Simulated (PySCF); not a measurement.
C₄H₈OSi₂.
SMILES with atom numbers: `[CH:1]#[C:2][C@@H:3]1[CH2:4][SiH2:5][O:6][SiH2:7]1` (hydrogens: H8 on C1; H9 on C3; H10, H11 on C4; H12, H13 on Si5; H14, H15 on Si7)

The same species was optimised twice, with GFN2-xTB and with PBE0-D3(BJ)/def2-SVP (PySCF), and the same property calculations (PySCF, gas phase) were run on both structures.

```json
{"coordinate": "O6–Si7 (Å)", "GFN2-xTB": "1.636", "PBE0-D3(BJ)/def2-SVP": "1.677", "change": "+0.041"}
{"coordinate": "Si5–O6 (Å)", "GFN2-xTB": "1.643", "PBE0-D3(BJ)/def2-SVP": "1.682", "change": "+0.039"}
{"coordinate": "C1≡C2 (Å)", "GFN2-xTB": "1.198", "PBE0-D3(BJ)/def2-SVP": "1.213", "change": "+0.015"}
{"coordinate": "C4–Si5 (Å)", "GFN2-xTB": "1.907", "PBE0-D3(BJ)/def2-SVP": "1.896", "change": "-0.011"}
{"coordinate": "C2–C3 (Å)", "GFN2-xTB": "1.440", "PBE0-D3(BJ)/def2-SVP": "1.450", "change": "+0.010"}
{"coordinate": "C3–Si7 (Å)", "GFN2-xTB": "1.926", "PBE0-D3(BJ)/def2-SVP": "1.917", "change": "-0.009"}
{"coordinate": "C3–C4 (Å)", "GFN2-xTB": "1.545", "PBE0-D3(BJ)/def2-SVP": "1.552", "change": "+0.007"}
{"coordinate": "Si5–O6–Si7 (°)", "GFN2-xTB": "120.6", "PBE0-D3(BJ)/def2-SVP": "115.9", "change": "-4.7"}
{"coordinate": "C2–C3–C4 (°)", "GFN2-xTB": "111.2", "PBE0-D3(BJ)/def2-SVP": "114.7", "change": "+3.5"}
{"coordinate": "C3–Si7–O6 (°)", "GFN2-xTB": "97.8", "PBE0-D3(BJ)/def2-SVP": "99.6", "change": "+1.8"}
{"coordinate": "C4–Si5–O6 (°)", "GFN2-xTB": "98.4", "PBE0-D3(BJ)/def2-SVP": "99.9", "change": "+1.5"}
{"coordinate": "C2–C3–Si7 (°)", "GFN2-xTB": "115.0", "PBE0-D3(BJ)/def2-SVP": "113.5", "change": "-1.5"}
{"coordinate": "C4–C3–Si7 (°)", "GFN2-xTB": "107.1", "PBE0-D3(BJ)/def2-SVP": "105.7", "change": "-1.4"}
{"coordinate": "C3–C4–Si5 (°)", "GFN2-xTB": "107.5", "PBE0-D3(BJ)/def2-SVP": "106.8", "change": "-0.7"}
{"coordinate": "C1–C2–C3 (°)", "GFN2-xTB": "177.6", "PBE0-D3(BJ)/def2-SVP": "178.1", "change": "+0.5"}
```

Rotational constants: A = 3434, B = 1325, C = 1015 MHz (GFN2-xTB) against A = 3493, B = 1290, C = 993.9 MHz (PBE0-D3(BJ)/def2-SVP). Point groups within 0.08 Å: C1 and C1.

On the GFN2-xTB structure: isotropic polarisability (au) 93.7 [wB97X-D/def2-SVPD]; HOMO (eV) -9.21 [wB97X-D/def2-SVPD]; LUMO (eV) 1.74 [wB97X-D/def2-SVPD]; dipole (D) 0.94 [wB97X-D/def2-SVPD]; HOMO (eV) -7.37 [PBE0/pcSseg-1]; LUMO (eV) 0.22 [PBE0/pcSseg-1]; dipole (D) 0.98 [PBE0/pcSseg-1]; GIAO shielding of C1 (ppm) 112.7 [PBE0/pcSseg-1]; GIAO shielding of C2 (ppm) 96.9 [PBE0/pcSseg-1]; GIAO shielding of C3 (ppm) 172.0 [PBE0/pcSseg-1]; GIAO shielding of C4 (ppm) 166.2 [PBE0/pcSseg-1]; GIAO shielding of Si5 (ppm) 351.0 [PBE0/pcSseg-1]; GIAO shielding of O6 (ppm) 294.3 [PBE0/pcSseg-1]; GIAO shielding of Si7 (ppm) 352.9 [PBE0/pcSseg-1].

Task: What do these properties become on the PBE0-D3(BJ)/def2-SVP structure?

Result: 
```csv
property,level,on GFN2-xTB,on PBE0-D3(BJ)/def2-SVP,change
isotropic polarisability (au),wB97X-D/def2-SVPD,93.7,96.4,+2.7
HOMO (eV),wB97X-D/def2-SVPD,-9.21,-9.24,-0.03
LUMO (eV),wB97X-D/def2-SVPD,1.74,1.71,-0.03
dipole (D),wB97X-D/def2-SVPD,0.94,1.02,+0.08
"energy, GFN2-xTB geometry as zero (kcal/mol)",wB97X-D/def2-SVPD,0.0,-5.0,-5.0
HOMO (eV),PBE0/pcSseg-1,-7.37,-7.40,-0.03
LUMO (eV),PBE0/pcSseg-1,0.22,0.20,-0.02
dipole (D),PBE0/pcSseg-1,0.98,1.06,+0.08
"energy, GFN2-xTB geometry as zero (kcal/mol)",PBE0/pcSseg-1,0.0,-4.0,-4.0
GIAO shielding of C1 (ppm),PBE0/pcSseg-1,112.7,109.7,-3.0
GIAO shielding of C2 (ppm),PBE0/pcSseg-1,96.9,98.1,+1.2
GIAO shielding of C3 (ppm),PBE0/pcSseg-1,172.0,170.7,-1.3
GIAO shielding of C4 (ppm),PBE0/pcSseg-1,166.2,166.8,+0.6
GIAO shielding of Si5 (ppm),PBE0/pcSseg-1,351.0,349.5,-1.5
GIAO shielding of O6 (ppm),PBE0/pcSseg-1,294.3,294.0,-0.3
GIAO shielding of Si7 (ppm),PBE0/pcSseg-1,352.9,351.6,-1.3
```

The heavy atoms differ by 0.075 Å rms after alignment. Among bonds between heavy atoms O6–Si7 changes most (+0.041 Å). Changes are differences of the printed values. Neither structure is proved a minimum here.

wB97X-D is run here without its empirical dispersion term; that term would change no orbital, density or response property at a fixed geometry.
